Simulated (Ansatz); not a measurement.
FH5O2Si2 (`O[SiH2]O[SiH2]F`). Total charge 0; spin multiplicity 1. Geometry: relaxed with PBE0-D4/def2-TZVP. It is one conformer, not always the lowest.

```xyz
10

O     1.145   -1.470   -0.833
Si    1.102    0.164   -0.917
O    -0.006    0.796    0.113
Si   -1.160    0.430    1.187
F    -2.060   -0.751    0.595
H     0.403   -1.966   -1.184
H     0.734    0.625   -2.277
H     2.444    0.626   -0.510
H    -2.028    1.610    1.374
H    -0.575   -0.063    2.452
```

(1) What is the dipole moment at PBE/def2-TZVPP? (Estimate.)

(2) And with r2SCAN, B3LYP, ωB97M-V? (Estimate.)

(3) Give the Mulliken charges with PBE, ωB97M-V, r2SCAN in def2-TZVPP. (Best estimate.)

## Answers

(1) Ansatz gave: 0.43 D, with components (-0.26, 0.20, -0.28) D in this frame, pointing from negative to positive charge.

(2) Computed: r2SCAN 0.46 D, B3LYP 0.48 D, ωB97M-V 0.48 D.

(3) The calculation gave: 
| atom | PBE | ωB97M-V | r2SCAN |
| --- | --- | --- | --- |
| O1 | -0.35 | -0.38 | -0.41 |
| Si2 | 0.49 | 0.51 | 0.62 |
| O3 | -0.30 | -0.39 | -0.41 |
| Si4 | 0.57 | 0.58 | 0.68 |
| F5 | -0.29 | -0.32 | -0.33 |
| H6 | 0.19 | 0.18 | 0.21 |
| H7 | -0.08 | -0.05 | -0.10 |
| H8 | -0.07 | -0.04 | -0.08 |
| H9 | -0.08 | -0.04 | -0.08 |
| H10 | -0.08 | -0.04 | -0.09 |

B3LYP here is the variant with VWN-RPA as its local correlation; programs differ in this.
